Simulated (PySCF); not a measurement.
# Radial density of P (phosphorus, neutral)

PW91, [Ne] 3s2 3p3, high-spin 4S determinant. Computed with PySCF 2.14 in aug-cc-pwCVTZ (8s7p5d3f, 75 functions), with no relativity, point nucleus.

```tsv
r (bohr)	4πr²ρ (e/bohr)	4πr²(ρα − ρβ)
0.00136	0.04893	0.0000
0.00229	0.1345	0.0000
0.00386	0.3632	0.0000
0.00649	0.9494	-0.0001
0.0109	2.354	-0.0002
0.0184	5.331	-0.0003
0.0309	10.39	0.0004
0.0519	15.82	0.0065
0.0873	16.39	0.0363
0.147	11.60	0.1299
0.247	12.86	0.2628
0.416	15.59	0.1739
0.699	6.784	0.0060
1.18	2.325	0.7814
1.98	2.445	1.4159
3.33	0.6721	0.4995
5.60	0.04027	0.0365
9.41	0.0002643	0.0003
```
